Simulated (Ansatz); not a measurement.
Molecule: C3H12AlN, charge 0, multiplicity 1. 
Geometry from a B3LYP-D3(BJ)/def2-TZVP (Ansatz, a quantum-chemistry and plane-wave program) optimisation:
SMILES: C[N+](C)(C)[AlH3-]
```xyz
17

Al     0.6669     1.5174     0.1902
N     -0.1592    -0.3623    -0.0454
C     -0.3655    -0.9665     1.2873
C      0.7655    -1.1968    -0.8406
C     -1.4533    -0.2334    -0.7472
H      2.0187     1.1310     0.9505
H      0.7933     1.9569    -1.3414
H     -0.4808     2.2164     1.0557
H     -0.8031    -1.9651     1.1928
H      0.5915    -1.0362     1.8006
H     -1.0310    -0.3317     1.8688
H      1.7200    -1.2661    -0.3228
H      0.9246    -0.7300    -1.8105
H      0.3525    -2.2005    -0.9814
H     -1.2895     0.2314    -1.7173
H     -2.1165     0.3998    -0.1613
H     -1.9146    -1.2161    -0.8860
```

Basis-set convergence of Hartree-Fock and CCSD correlation energies (hartree) with Ansatz. Cores are frozen in the correlated levels unless marked. No spin-orbit coupling. No relativistic terms.

```tsv
basis	functions	E(HF)	E(corr, CCSD)
aug-cc-pV(D+d)Z	232	-416.97116	-0.81220
aug-cc-pV(T+d)Z	515	(withheld)	(withheld)
```

### Question
Complete the blanks.

### Answer

- aug-cc-pV(T+d)Z, E(HF): -417.02532
- aug-cc-pV(T+d)Z, E(corr, CCSD): -0.93884
